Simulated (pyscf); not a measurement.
PySCF, gas phase, ωB97X-D3(BJ)/def2-SVP geometries.

SMILES: [SiH3][Te][Cu]
```xyz
6

Si    -0.1582    -0.2659    -0.2331
Te     1.9477     0.8908    -0.7786
Cu     1.4599     2.2085     1.1512
H     -1.3322     0.6594    -0.2410
H     -0.4140    -1.3377    -1.2399
H     -0.1206    -0.9056     1.1174
```
Charge 0, spin multiplicity 1.

### Question
What is the homolytic dissociation enthalpy (298 K, ωB97M-D3(BJ)/def2-TZVP) of the Cu–Te bond of H₃Si–Te–Cu (SMILES [SiH3][Te][Cu]), to H₃Si–Te• + Cu•?

### Answer
Cu–Te to H₃Si–Te• + Cu•: 2.42 eV. The 7 functionals that were run give +2.03 (M06-2X) to +2.82 eV (ωB97X-D3(BJ)/def2-TZVP). Other isomers of H₃Si–Te• were not searched in full and may lie lower. Open-shell species with a d-block atom are single-reference here; other states, and whether the spin sits on metal or ligand, were not checked. Elements past Kr carry the def2 core potentials, without spin-orbit coupling.
